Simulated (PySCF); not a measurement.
Geometry (Å), atoms numbered from 1 in this order:
```xyz
37

Si    0.7960    0.0188    0.5797
C     0.8015   -0.0212    2.4532
C     0.5410    1.0700    3.1829
H     1.0673   -0.9457    2.9837
H     0.2798    2.0199    2.7006
H     0.5772    1.0723    4.2785
C     2.5541    0.0808   -0.0665
C     3.1565   -0.9935   -0.5900
H     3.1362    1.0088    0.0174
H     2.6230   -1.9469   -0.6885
H     4.1961   -0.9784   -0.9382
N    -0.0081    1.4387   -0.0036
C     0.5699    2.4913   -0.8307
C    -0.6405    3.2268   -1.4019
C    -1.6802    3.0684   -0.2982
C    -1.4417    1.6375    0.1731
H     1.2172    2.0851   -1.6262
H     1.1959    3.1877   -0.2368
H    -0.9890    2.7245   -2.3196
H    -0.4217    4.2742   -1.6568
H    -1.4702    3.7756    0.5217
H    -2.7132    3.2429   -0.6335
H    -1.7512    1.4858    1.2217
H    -2.0337    0.9251   -0.4373
N    -0.0127   -1.4146    0.0374
C    -0.4839   -2.5223    0.8594
C    -1.4128   -3.3043   -0.0666
C    -0.7816   -3.0808   -1.4360
C    -0.3609   -1.6162   -1.3643
H    -1.0057   -2.1722    1.7660
H     0.3491   -3.1703    1.2005
H    -2.4225   -2.8613   -0.0450
H    -1.5053   -4.3640    0.2137
H     0.1083   -3.7226   -1.5500
H    -1.4581   -3.2944   -2.2767
H     0.4865   -1.3909   -2.0348
H    -1.1968   -0.9581   -1.6778
```

Calculated, not measured (PySCF): geometry from PBE0-D3(BJ)/def2-SVP, NMR shieldings at PBE0/pcSseg-1/GIAO. No solvent, relativity neglected, fast rotation and ring inversion assumed for equivalent nuclei, one conformer.

Referencing at the same level of theory: 13C (σ = 184.41 ppm) and 1H (σ = 31.27 ppm) and 29Si (σ = 351.99 ppm) vs TMS; 15N (σ = 265.67 ppm) against NH3.

```
                          atoms  nucleus  count  Hirshfeld charge  δ (ppm)
H19/H20/H21/H22/H32/H33/H34/H35       1H      8              0.04     1.70
H17/H18/H23/H24/H30/H31/H36/H37       1H      8              0.03        ?
                  H5/H6/H10/H11       1H      4              0.04     6.21
                C13/C16/C26/C29      13C      4             -0.03     49.2
                        N12/N25      15N      2             -0.18        ?
                          H4/H9       1H      2              0.04     6.26
                          C2/C7      13C      2             -0.14    143.8
                            Si1     29Si      1              0.42    -28.3
                C14/C15/C27/C28      13C      4             -0.07        ?
                          C3/C8      13C      2             -0.09    142.0
```

Estimate the values marked ?.

Answers


- C14/C15/C27/C28: 30.3 ppm, carbon bonded to 2 C, 2 H
- H17/H18/H23/H24/H30/H31/H36/H37: 3.08 ppm, hydrogen on a carbon bonded to C, N
- N12/N25: 41.9 ppm, nitrogen bonded to 2 C, Si

Shifts are as computed. Against solution values, carbons near 30 ppm lie about +2 ppm off and those near 130 ppm about +5 ppm. Of 1313 compounds with measured shifts, 239 miss one by over three times the rms of a fit or turn the order of signals round; such compounds aren't used in these exercises. Experimental scales use liquid or dissolved standards, which lie at an offset from isolated NH3 (liquid NH3: subtract about 20 ppm).
